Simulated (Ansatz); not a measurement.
Z-matrix (Å, degrees):
```
C
O 1 1.405
H 1 1.100 2 112.4
H 1 1.098 2 112.3 3 122.3
H 1 1.094 2 108.2 3 -118.8
Sn 2 1.962 1 119.7 3 -63.5
S 6 2.399 2 108.6 1 -54.8
H 6 1.695 2 103.8 1 -171.8
H 6 1.707 2 108.2 1 62.9
H 7 1.343 6 93.2 2 95.3
```

Total charge 0; spin multiplicity 1. Sn: def2 effective core potential.

(1) List the B3LYP/def2-TZVPP orbital energies in eV (Ansatz 0.2.0). (Estimate.)

Answers

(1) The calculation gave: Occupied: -2417.94, -520.11, -277.85, -215.94, -160.48, -160.42, -160.29, -139.36, -94.25, -94.20, -94.18, -28.95, -28.53, -28.49, -28.39, -28.37, -26.39, -19.77, -18.12, -14.35, -12.06, -12.04, -11.56, -11.16, -9.48, -8.84, -8.08, -7.41, -7.30. Lowest empty: -0.90, -0.38, -0.21, 0.72, 1.24, 1.82, 1.94, 2.32.

B3LYP here is the variant with VWN-RPA as its local correlation; programs differ in this.
